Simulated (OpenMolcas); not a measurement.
# V2+ in a point-charge field

V2+ among 6 point charges of -1 e arranged as an octahedron (Oh), 1.88 Å from the ion.
```
   1.8800    0.0000    0.0000  -1.00
   0.0000    1.8800    0.0000  -1.00
  -1.8800    0.0000    0.0000  -1.00
   0.0000   -1.8800    0.0000  -1.00
   0.0000    0.0000    1.8800  -1.00
   0.0000    0.0000   -1.8800  -1.00
```

```
Program             : OpenMolcas
Method              : CASSCF
Basis               : ANO-RCC-VDZP [5s4p2d1f]
Scalar Hamiltonian  : DKH2, point nucleus
Active space        : 3 electrons in 5 orbitals (3d)
State averaging     : 2S+1 = 4 even, 10 roots; 2S+1 = 2 even, 40 roots
Spin-orbit coupling : state interaction with AMFI integrals over the reference wave functions
```

The lowest spin-free states (labels of O, the rotations of Oh), above the lowest:

```csv
State,Degeneracy,E (cm-1),Free-ion L (%)
4A2,1,0.0,F (100)
4T2,3,5819,F (100)
4T1,3,10272,F (96)
2E,2,15997,G (72)
2T1,3,16770,G (61)
2A1,1,19667,G (100)
2T2,3,20717,G (57)
4T1,3,21768,P (96)
2T2,3,22951,H (63)
2T1,3,23396,H (49)
2E,2,24977,H (53)
2T1,3,27732,P (47)
2T1,3,29688,H (78)
2T2,3,30992,D (62)
2E,2,35356,D (43)
2A2,1,38313,F (100)
2T2,3,38969,F (93)
2T1,3,41735,F (93)
2E,2,57924,D (98)
2T2,3,60893,D (94)
```

The lowest levels with spin-orbit coupling:

```
E (cm-1)  Degeneracy  Label  2S+1               g
     0.0           4     Γ8     4                
    5756           2     Γ7     4  2.90 2.90 2.90
    5800           4     Γ8     4                
    5856           4     Γ8     4                
    5870           2     Γ6     4  2.42 2.42 2.42
   10158           2     Γ7     4  0.97 0.97 0.97
   10169           4     Γ8     4                
   10368           4     Γ8     4                
   10487           2     Γ6     4  4.34 4.34 4.34
   15998           4     Γ8     2                
   16753           4     Γ8     2                
   16840           2     Γ6     2  0.13 0.13 0.13
   19694           2     Γ6     2  2.37 2.37 2.37
   20714           2     Γ7     2  0.67 0.67 0.67
   20729           4     Γ8     2                
   21633           2     Γ6     4  2.72 2.72 2.72
   21693           4     Γ8     4                
   21857           4     Γ8     4                
   21861           2     Γ7     4  2.58 2.58 2.58
   22948           4     Γ8     2
```

Powder χT (cm3 K/mol): 1.73 at 2 K, 1.73 at 10 K, 1.74 at 50 K, 1.76 at 100 K, 1.8 at 200 K, 1.83 at 300 K. The effective moment at 300 K is 2.828 √(χT) = 3.83 μB.

The lowest level has 2S+1 = 4, for which the spin-only value is χT = S(S+1) / 2 = 1.875 cm3 K/mol (g = 2). The computed 1.831 at 300 K differs by -0.044, through orbital momentum, spin-orbit coupling and any other state in reach.

Without dynamic correlation the repulsion within the d shell is too large (B by tens of per cent), so at a given field states of lower spin stand too high. This is an electrostatic model: the charges have no orbitals. No measured value stands beside these numbers.

The RASSCF and RASSI steps took 9.1 s on 1 thread of Arm Neoverse V2 (shared host); the integral step is not counted.
